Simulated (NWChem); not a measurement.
Program: NWChem. System: H$_{2}$, charge 0, spin multiplicity 1, at a geometry optimised with PBE/def2-SVP. The structure started from a generated list of species. Level: RHF/def2-QZVP.

NWChem printed:

```
             Northwest Computational Chemistry Package (NWChem) 7.3.0
             --------------------------------------------------------

                                NWChem Input Module
                                -------------------

 Scaling coordinates for geometry "geometry" by  1.889725989
 (inverse scale =  0.529177249)

 Turning off AUTOSYM since
 SYMMETRY directive was detected!

                             Geometry "geometry" -> ""
                             -------------------------

 Output coordinates in angstroms (scale by  1.889725989 to convert to a.u.)

  No.       Tag          Charge          X              Y              Z
 ---- ---------------- ---------- -------------- -------------- --------------
    1 H                    1.0000     0.00000000     0.00000000     0.38416800
    2 H                    1.0000     0.00000000     0.00000000    -0.38416800

 Effective nuclear repulsion energy (a.u.)       0.6887315562

            Nuclear Dipole moment (a.u.)
            ----------------------------
        X                 Y               Z
 ---------------- ---------------- ----------------
     0.0000000000     0.0000000000     0.0000000000

      Symmetry information
      --------------------

 Group name             D2h
 Group number             26
 Group order               8
 No. of unique centers     1

      Symmetry unique atoms

     1


 Summary of "ao basis" -> "" (spherical)
 ------------------------------------------------------------------------------
       Tag                 Description            Shells   Functions and Types
 ---------------- ------------------------------  ------  ---------------------
 *                         def2-qzvp                  on all atoms

 Summary of "ao basis" -> "ao basis" (spherical)
 ------------------------------------------------------------------------------
       Tag                 Description            Shells   Functions and Types
 ---------------- ------------------------------  ------  ---------------------
 H                         def2-qzvp                10       30   4s3p2d1f

                                 NWChem SCF Module
                                 -----------------

  ao basis        = "ao basis"
  functions       =    60
  atoms           =     2
  closed shells   =     1
  open shells     =     0
  charge          =   0.00
  wavefunction    = RHF
  use symmetry    = T
  symmetry adapt  = T

[...]
       -----------------------------------------------

  Numbering of irreducible representations:

     1 ag          2 au          3 b1g         4 b1u         5 b2g
     6 b2u         7 b3g         8 b3u

  Orbital symmetries:

     1 ag          2 b1u         3 ag          4 b1u         5 b3u
     6 b2u         7 ag          8 b2g         9 b3g        10 b1u
    11 ag

             Final eigenvalues
             -----------------

              1
    1   -0.5863
    2    0.1295
    3    0.1922
    4    0.4361
    5    0.5078
    6    0.5078
    7    0.7963
    8    0.8141
    9    0.8141
   10    1.0195
   11    1.0542

                       ROHF Final Molecular Orbital Analysis
                       -------------------------------------

 Vector    1  Occ=2.000000D+00  E=-5.862983D-01  Symmetry=ag
              MO Center=  2.1D-32,  2.0D-32, -1.6D-17, r^2= 7.4D-01
   Bfn.  Coefficient  Atom+Function         Bfn.  Coefficient  Atom+Function
  ----- ------------  ---------------      ----- ------------  ---------------
     3      0.237184  1 H  s                 33      0.237184  2 H  s
     2      0.196746  1 H  s                 32      0.196746  2 H  s

 Vector    2  Occ=0.000000D+00  E= 1.294704D-01  Symmetry=b1u
              MO Center= -1.6D-33,  3.3D-35, -6.6D-16, r^2= 4.9D+00
   Bfn.  Coefficient  Atom+Function         Bfn.  Coefficient  Atom+Function
  ----- ------------  ---------------      ----- ------------  ---------------
     4      3.000217  1 H  s                 34     -3.000217  2 H  s
     3     -1.728481  1 H  s                 33      1.728481  2 H  s
    13      0.563752  1 H  pz                43      0.563752  2 H  pz
     2     -0.230533  1 H  s                 32      0.230533  2 H  s
    10      0.163860  1 H  pz                40      0.163860  2 H  pz

 Vector    3  Occ=0.000000D+00  E= 1.921988D-01  Symmetry=ag
              MO Center= -1.2D-17, -6.2D-18, -1.1D-15, r^2= 4.9D+00
   Bfn.  Coefficient  Atom+Function         Bfn.  Coefficient  Atom+Function
  ----- ------------  ---------------      ----- ------------  ---------------
     4     -1.024956  1 H  s                 34     -1.024956  2 H  s
     3      0.971989  1 H  s                 33      0.971989  2 H  s
     2     -0.198888  1 H  s                 32     -0.198888  2 H  s

 Vector    4  Occ=0.000000D+00  E= 4.361249D-01  Symmetry=b1u
              MO Center=  8.6D-32,  6.7D-32,  3.8D-15, r^2= 3.6D+00
   Bfn.  Coefficient  Atom+Function         Bfn.  Coefficient  Atom+Function
  ----- ------------  ---------------      ----- ------------  ---------------
     3      6.391171  1 H  s                 33     -6.391171  2 H  s
     4     -3.406169  1 H  s                 34      3.406169  2 H  s
    13     -1.662340  1 H  pz                43     -1.662340  2 H  pz
     2      1.000134  1 H  s                 32     -1.000134  2 H  s
    10     -0.451594  1 H  pz                40     -0.451594  2 H  pz

 center of mass
 --------------
 x =   0.00000000 y =   0.00000000 z =   0.00000000

 moments of inertia (a.u.)
 ------------------
           1.062319534846           0.000000000000           0.000000000000
           0.000000000000           1.062319534846           0.000000000000
           0.000000000000           0.000000000000           0.000000000000

  Mulliken analysis of the total density
  --------------------------------------

    Atom       Charge   Shell Charges
 -----------   ------   -------------------------------------------------------
    1 H    1     1.00   0.11  0.33  0.43  0.11  0.00  0.01  0.01  0.00  0.00 -0.00
    2 H    1     1.00   0.11  0.33  0.43  0.11  0.00  0.01  0.01  0.00  0.00 -0.00

       Multipole analysis of the density wrt the origin
       ------------------------------------------------

     L   x y z        total         open         nuclear
     -   - - -        -----         ----         -------
     0   0 0 0     -0.000000      0.000000      2.000000

     1   1 0 0     -0.000000      0.000000      0.000000
     1   0 1 0     -0.000000      0.000000      0.000000
     1   0 0 1      0.000000      0.000000      0.000000

     2   2 0 0     -1.584770      0.000000      0.000000
     2   1 1 0      0.000000      0.000000      0.000000
     2   1 0 1     -0.000000      0.000000      0.000000
     2   0 2 0     -1.584770      0.000000      0.000000
     2   0 1 1      0.000000      0.000000      0.000000
     2   0 0 2     -1.069875      0.000000      1.054071

 Task  times  cpu:        0.1s     wall:        0.1s

 Total times  cpu:        0.1s     wall:        0.1s
```

Task: Write an NWChem input that would produce this output.

Result: Several could match; the one computed here: 
```
start mol
memory heap 200 mb stack 900 mb global 1100 mb
geometry units angstroms nocenter noautoz
  H      0.000000     0.000000     0.384168
  H      0.000000     0.000000    -0.384168
  symmetry group D2h
end
basis spherical
  * library def2-qzvp
end
scf
  rhf
  nopen 0
  maxiter 100
  thresh 1e-7
  semidirect memsize 60000000 filesize 0
end
task scf energy
```
